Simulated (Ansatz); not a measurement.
Reaction (substitution at a C–S bond): `CSSCF` + `[OH][In]([OH])[Br]` → `C[O][In]([OH])[Br]` + `FCSS`

Isolated molecules relaxed with PBE0-D4/def2-TZVP in Ansatz; ΔE leaves out vibrations. CBS: MP2 limit from def2 TZ/QZ plus the TZ coupled-cluster correction, frozen cores. Functionals use def2-TZVPP. def2 core potentials past Kr. For Br, In outer-core shells are correlated without core-valence functions, which leaves a few kJ/mol of doubt a bond. Scalar relativity is left out up to krypton. Each species was taken in one conformer, which may not be the lowest.

`CSSCF`:

```xyz
10

C    -0.254   -1.810   -0.247
S     1.288   -0.873   -0.224
S     0.757    0.902   -1.058
C     0.122    1.826    0.337
F    -1.147    1.436    0.703
H    -0.997   -1.351    0.403
H    -0.634   -1.894   -1.264
H    -0.003   -2.805    0.129
H     0.781    1.696    1.197
H     0.087    2.874    0.024
```

`[OH][In]([OH])[Br]`:

```xyz
6

O    -1.365   -0.828   -0.525
In    0.320    0.120   -0.134
O     0.599    0.785    1.692
Br    2.017    0.466   -1.854
H    -1.421   -1.120   -1.439
H    -0.149    0.578    2.260
```

`C[O][In]([OH])[Br]`:

Cartesian coordinates in Å:
```
C -0.936 1.346 -0.403
O 0.109 0.755 0.332
In 0.606 -1.141 0.164
O 2.058 -1.836 1.290
Br -0.576 -2.552 -1.440
H -0.564 2.247 -0.902
H -1.749 1.641 0.270
H -1.361 0.690 -1.173
H 2.414 -1.150 1.862
```

`FCSS`:

```xyz
7

F     0.828   -1.217   -0.714
C    -0.412   -0.646   -0.578
S    -0.339    1.134   -0.406
S     0.241    1.370    1.537
H    -0.988   -0.835   -1.489
H    -0.902   -1.084    0.293
H     1.572    1.278    1.357
```

```tsv
level	ΔE (kcal/mol)
r2SCAN-D4	16.1
HF/def2-QZVPP	12.8
```

**Question.** What does CCSD(T)/CBS give? (Estimate.)

**Answer.** Computed: +16.2 kcal/mol. The listed levels differ from it by -0.1, -3.4 kcal/mol.

Largest T1 diagnostic among the species: 0.015.

In def2-TZVPP, CCSD(T) changes the Hartree–Fock value by +2.2 kcal/mol (the triples alone add +0.5 kcal/mol) and MP2 by +4.3 kcal/mol.
